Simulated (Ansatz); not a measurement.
```xyz
10

C     0.737   -0.729   -1.074
C     0.747    0.315   -0.034
Si   -0.964    0.290    0.741
F    -1.087    1.391    1.903
H     0.392   -0.511   -2.076
H     0.973   -1.757   -0.833
H     1.486    0.120    0.749
H     0.930    1.313   -0.442
H    -1.989    0.604   -0.284
H    -1.225   -1.036    1.351
```

Total charge 0; spin multiplicity 2.

Problem. List the r2SCAN/def2-TZVPP orbital energies in eV (Ansatz). (Estimate.)

Solution. The calculation gave: α occupied: -1791.80, -665.91, -273.67, -273.28, -142.14, -97.07, -96.98, -96.97, -31.01, -20.30, -16.11, -13.76, -12.12, -11.44, -10.89, -10.84, -10.37, -9.45, -8.74, -8.32, -5.09. α empty: 0.24, 0.72, 1.89, 1.89, 2.35, 2.38, 2.91, 4.06. β occupied: -1791.79, -665.89, -273.29, -273.25, -142.13, -97.05, -96.96, -96.95, -30.98, -19.82, -15.39, -13.68, -12.00, -11.33, -10.86, -10.75, -10.21, -9.31, -8.33, -8.31. β empty: -2.23, 0.53, 0.81, 2.08, 2.10, 2.49, 2.59, 3.27. ⟨S²⟩ = 0.757.
